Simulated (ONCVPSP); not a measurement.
Before and after: ONCV potential for Gd

ONCVPSP 4.0.1 input, shortened (lines: element, Z, core and valence counts, functional; n l f; lmax; l rc ep ncon nbas qcut; lloc lpopt rc5 dvloc0; l nproj debl; icmod fcfact rcfact), PBE, scalar-relativistic:

```
  Gd 64.00    9    5        4      upf
    1    0    2.00
    2    0    2.00
    2    1    6.00
    3    0    2.00
    3    1    6.00
    3    2   10.00
    4    0    2.00
    4    1    6.00
    4    2   10.00
    4    3    7.00
    5    0    2.00
    5    1    6.00
    5    2    1.00
    6    0    0.50
    3
    0    1.90    0.00    5   10    5.80
    1    1.60    0.00    3    6    4.70
    2    3.20    0.00    3    8    4.70
    3    1.45    0.00    4    9   14.20
    4    3    1.05    0.00
    0    2    2.20
    1    2    4.00
    2    1    3.50
    3    2    1.00
    3    1.75    1.60
```

Change: all radii but the core radius scaled by about 1.24 (s 2.36, p 2.00, d 3.98, f 1.80 bohr); local potential polynomial inside 1.30 bohr (lpopt 3, dvloc0 0 Ha).

Cutoffs: the cutoffs (Ha) at which the residual kinetic energy of the hardest occupied pseudo-wave falls to 1 and 0.1 mHa per electron; they do not see the model core or the augmentation charge, which bear on the density cutoff. Errors are all-electron minus pseudo energies relative to the spin-unpolarised reference configuration.

Task: How do hardness, ghosts and transferability respond?

Result: The potential gets neither clearly harder nor softer (74 Ha and 82 Ha → 69 Ha and 77 Ha); the bound ghost in s disappears; of the 4 tests that both files solve, the error grows in 3 and shrinks in 1 by more than 15 % and 0.3 meV (median size 1.3 → 2.6 meV).

| quantity | base | changed |
| --- | --- | --- |
| cutoff, loose | 74 Ha | 69 Ha |
| cutoff, tight | 82 Ha | 77 Ha |
| loose cutoff by channel | s 14 Ha, p 34 Ha, d 7.0 Ha, f 74 Ha | s 11 Ha, p 6.8 Ha, d 6.2 Ha, f 69 Ha |
| bound ghosts | s | none |
| GHOST(+) flags under 300 eV | p at 181.1 eV | s at 73.9 eV |
| error for 4f7 5s2 5p6 5d1 6s2, meV [ΔE -11.98 eV] | +1.3 | -3.6 |
| error for 4f7 5s2 5p6 5d1 6s1, meV [ΔE -5.33 eV] | +1.0 | +0.1 |
| error for 4f7 5s2 5p6 5d1 6s0, meV [ΔE 6.77 eV] | -2.3 | -3.7 |
| error for 4f7 5s2 5p6 5d1 6s1.5, meV [ΔE -9.30 eV] | +1.3 | -1.6 |
| rms error of d²Exc/dni dnj with the model core, mHa | 3.37 | 3.42 |

 A true bound ghost makes a file unfit for plane-wave use even where its test errors are small: the radial tests pick states by their node count and pass the ghost by.
